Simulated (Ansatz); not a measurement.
`NB(F)Cl`, charge 0, multiplicity 1.

Problem. Give a relaxed structure at PBE0-D4/def2-TZVP (the Gaussian-basis code of Ansatz). (Estimate.)

Solution. The calculation gave: 
Z-matrix (Å, degrees):
```
N
B 1 1.388
H 1 1.003 2 122.7
H 1 1.005 2 122.0 3 180.0
F 2 1.328 1 120.6 3 180.0
Cl 2 1.766 1 121.2 3 -0.0
```
Point group Cs.
